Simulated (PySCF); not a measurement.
Species: C₆H₉NO.
Numbering: `[CH3:1][N:2]([CH3:3])[c:4]1[cH:5][cH:6][cH:7][o:8]1` (hydrogens: H9, H10, H11 on C1; H12, H13, H14 on C3; H15 on C5; H16 on C6; H17 on C7)

The same species was optimised twice, with GFN2-xTB and with PBE0-D3(BJ)/def2-SVP (PySCF), and the same property calculations (PySCF, gas phase) were run on both structures.

| coordinate | GFN2-xTB | PBE0-D3(BJ)/def2-SVP | change |
| --- | --- | --- | --- |
| C5–C6 (Å) | 1.419 | 1.434 | +0.015 |
| N2–C4 (Å) | 1.380 | 1.372 | -0.008 |
| C1–N2 (Å) | 1.444 | 1.436 | -0.008 |
| C7–O8 (Å) | 1.360 | 1.365 | +0.005 |
| C4–C5 (Å) | 1.370 | 1.375 | +0.005 |
| N2–C3 (Å) | 1.446 | 1.443 | -0.003 |
| C6–C7 (Å) | 1.354 | 1.358 | +0.004 |
| C4–O8 (Å) | 1.349 | 1.346 | -0.003 |
| C1–N2–C3 (°) | 114.8 | 116.9 | +2.1 |
| C3–N2–C4 (°) | 117.0 | 118.6 | +1.6 |
| N2–C4–C5 (°) | 131.4 | 132.7 | +1.3 |
| N2–C4–O8 (°) | 118.2 | 116.9 | -1.3 |
| C4–O8–C7 (°) | 107.0 | 107.7 | +0.7 |
| C6–C7–O8 (°) | 110.3 | 109.8 | -0.5 |
| C1–N2–C4 (°) | 116.3 | 115.9 | -0.4 |
| C4–C5–C6 (°) | 105.8 | 105.4 | -0.4 |
| C1–N2–C4–C5 (°) | -19 | -5 | +14 |

Rotational constants: A = 4631, B = 1660, C = 1250 MHz (GFN2-xTB) against A = 4592, B = 1654, C = 1249 MHz (PBE0-D3(BJ)/def2-SVP). Point groups within 0.08 Å: C1 and C1.

On the GFN2-xTB structure: lowest singlet, TDDFT (eV) 5.06 [CAM-B3LYP/def2-SVPD]; lowest triplet, Tamm–Dancoff (eV) 3.71 [CAM-B3LYP/def2-SVPD]; isotropic polarisability (au) 82.5 [CAM-B3LYP/def2-SVPD]; HOMO (eV) -6.50 [CAM-B3LYP/def2-SVPD]; LUMO (eV) 1.27 [CAM-B3LYP/def2-SVPD]; dipole (D) 1.44 [CAM-B3LYP/def2-SVPD]; HOMO (eV) -5.21 [PBE0/pcSseg-1]; LUMO (eV) 0.88 [PBE0/pcSseg-1]; dipole (D) 1.52 [PBE0/pcSseg-1]; GIAO shielding of C1/C3 (mean) (ppm) 147.1 [PBE0/pcSseg-1]; GIAO shielding of N2 (ppm) 197.6 [PBE0/pcSseg-1]; GIAO shielding of C4 (ppm) 22.0 [PBE0/pcSseg-1]; GIAO shielding of C5 (ppm) 99.5 [PBE0/pcSseg-1]; GIAO shielding of C6 (ppm) 67.9 [PBE0/pcSseg-1]; GIAO shielding of C7 (ppm) 50.2 [PBE0/pcSseg-1]; GIAO shielding of O8 (ppm) 63.0 [PBE0/pcSseg-1].

**Question.** What do these properties become on the PBE0-D3(BJ)/def2-SVP structure?

**Answer.** 
```
                                    property                level  on GFN2-xTB  on PBE0-D3(BJ)/def2-SVP  change
                  lowest singlet, TDDFT (eV)  CAM-B3LYP/def2-SVPD         5.06                     5.09   +0.03
           lowest triplet, Tamm–Dancoff (eV)  CAM-B3LYP/def2-SVPD         3.71                     3.73   +0.02
               isotropic polarisability (au)  CAM-B3LYP/def2-SVPD         82.5                     83.6    +1.1
                                   HOMO (eV)  CAM-B3LYP/def2-SVPD        -6.50                    -6.52   -0.02
                                   LUMO (eV)  CAM-B3LYP/def2-SVPD         1.27                     1.26   -0.01
                                  dipole (D)  CAM-B3LYP/def2-SVPD         1.44                     1.44    0.00
energy, GFN2-xTB geometry as zero (kcal/mol)  CAM-B3LYP/def2-SVPD          0.0                     -1.0    -1.0
                                   HOMO (eV)        PBE0/pcSseg-1        -5.21                    -5.24   -0.03
                                   LUMO (eV)        PBE0/pcSseg-1         0.88                     0.88    0.00
                                  dipole (D)        PBE0/pcSseg-1         1.52                     1.52    0.00
energy, GFN2-xTB geometry as zero (kcal/mol)        PBE0/pcSseg-1          0.0                     -0.8    -0.8
        GIAO shielding of C1/C3 (mean) (ppm)        PBE0/pcSseg-1        147.1                    146.3    -0.8
                  GIAO shielding of N2 (ppm)        PBE0/pcSseg-1        197.6                    200.3    +2.7
                  GIAO shielding of C4 (ppm)        PBE0/pcSseg-1         22.0                     22.7    +0.7
                  GIAO shielding of C5 (ppm)        PBE0/pcSseg-1         99.5                     98.9    -0.6
                  GIAO shielding of C6 (ppm)        PBE0/pcSseg-1         67.9                     66.7    -1.2
                  GIAO shielding of C7 (ppm)        PBE0/pcSseg-1         50.2                     48.7    -1.5
                  GIAO shielding of O8 (ppm)        PBE0/pcSseg-1         63.0                     60.8    -2.2
```

The heavy atoms differ by 0.078 Å rms after alignment. Among bonds between heavy atoms C5–C6 changes most (+0.015 Å). Changes are differences of the printed values. Neither structure is proved a minimum here.

The values belong to the conformer `[CH3:1][N:2]([CH3:3])[c:4]1[cH:5][cH:6][cH:7][o:8]1`: C1–N2–C4–C5 -5°.
